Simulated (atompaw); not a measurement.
# What one change does to a pseudopotential (C (Z = 6), PAW (atompaw))

```
Element                 : C (Z = 6)
Generator               : atompaw 4.2.0.5
Type                    : PAW
Functional              : LDA (PW92)
Relativity              : scalar-relativistic
Frozen core             : [He]
Valence charge          : 4
Reference configuration : 2s2 2p1 (charge +1)
Partial waves           : 2s (bound): rc 2.90 bohr; 2s channel at 2.7 Ry: rc 2.90 bohr; 2p (bound): rc 2.90 bohr; 2p channel at -0.85 Ry: rc 2.90 bohr
Local potential         : troulliermartins scheme with l = 2 at -0.5 Ry, radius 2.80 bohr
Core correction         : smooth core density matched at 2.60 bohr
Augmentation charge     : sinc compensation charge, radius 2.55 bohr; PAW radius 2.90 bohr; waves and projectors: custom polynom2 7 10 vanderbiltortho
```

Change: reference 2s1.75 2p2.25.

Cutoffs: the cutoffs (Ry, on a coarse ladder) from which the occupation-weighted sum of valence levels, in a spherical-Bessel basis at the reference potential, stays within 10 and 1 mRy of its value at 400 Ry; they do not see the model core or the augmentation charge, which bear on the density cutoff.

Problem. What does the change do?

Solution. The potential gets harder (10 Ry and 25 Ry → 10 Ry and 30 Ry); the range in which the s phases agree widens (upper end -1.3 → 0.1); neither file shows a bound ghost.

| quantity | base | changed |
| --- | --- | --- |
| cutoff, loose | 10 Ry | 10 Ry |
| cutoff, tight | 25 Ry | 30 Ry |
| bound ghosts | none | none |
| s: phases at 2.92 bohr within 0.05 rad from the reference energy up to (Ry; the scan ends near 5) | -1.3 | 0.1 |
| p: phases at 2.92 bohr within 0.05 rad from the reference energy up to (Ry; the scan ends near 5) | 0.2 | 0.9 |
| lowest overlap eigenvalue by channel | s 0.63, p 0.91 | s 0.62, p 0.92 |

 The cutoffs see the waves, projectors and local potential, not the compensation charge or the core.
